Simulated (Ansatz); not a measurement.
Consider the atomization: `[SnH3]`• → 3 H• + Sn•.

Computed with Ansatz on PBE0-D4/def2-TZVP structures; ΔE is electronic, products minus reactants. CCSD(T)/CBS adds triple-zeta CCSD(T) − MP2 to the extrapolated MP2 energy (def2 sets, frozen cores). This one scheme is used for every species, atoms too. DFT in def2-TZVPP. HSE06 is defined as in plane-wave codes. No spin–orbit coupling; open shells (•) take unrestricted orbitals. Spin–orbit coupling would lower the free atoms: strongly for Sn. def2 core potentials past Kr. Bonds to Sn are less sure, by a few kJ/mol each and by 10 to 20 or more in all where they break to atoms, as the def2 sets lack core-valence functions.

```json
{"level": "r2SCAN-D4", "ΔE (kJ/mol)": "759.7", "difference from CCSD(T)/CBS": "-3.2"}
{"level": "PBE", "ΔE (kJ/mol)": "733.5", "difference from CCSD(T)/CBS": "-29.4"}
{"level": "revPBE", "ΔE (kJ/mol)": "716.3", "difference from CCSD(T)/CBS": "-46.6"}
{"level": "HSE06", "ΔE (kJ/mol)": "735.3", "difference from CCSD(T)/CBS": "-27.6"}
{"level": "CAM-B3LYP", "ΔE (kJ/mol)": "763.2", "difference from CCSD(T)/CBS": "0.3"}
{"level": "MP2/def2-SVP", "ΔE (kJ/mol)": "675.5", "difference from CCSD(T)/CBS": "-87.4"}
{"level": "HF/def2-TZVPP", "ΔE (kJ/mol)": "549.6", "difference from CCSD(T)/CBS": "-213.3"}
{"level": "CCSD(T)/def2-TZVPP", "ΔE (kJ/mol)": "752.8", "difference from CCSD(T)/CBS": "-10.1"}
{"level": "HF/CBS(def2)", "ΔE (kJ/mol)": "551.4", "difference from CCSD(T)/CBS": "-211.5"}
{"level": "MP2/CBS(def2)", "ΔE (kJ/mol)": "713.7", "difference from CCSD(T)/CBS": "-49.2"}
{"level": "CCSD(T)/CBS", "ΔE (kJ/mol)": "762.9", "difference from CCSD(T)/CBS": "0"}
```

Largest T1 diagnostic among the species: 0.015.

From BLYP to BHLYP (50 % exact exchange), in def2-TZVPP and without D4, ΔE moves by +10.3 kJ/mol. At CCSD(T), def2-SVP lies −55.6 kJ/mol from the extrapolated value and def2-TZVPP −10.1 kJ/mol: correlation converges slowly with the basis, and small sets miss more of it in the bonded molecule than in its fragments.

For atomizations the MP2-based limit and the directly extrapolated one differ by several kJ/mol either way, and by 10 to 25 for some Ge, Se and Sn compounds, so smaller differences from it don't rank the levels.
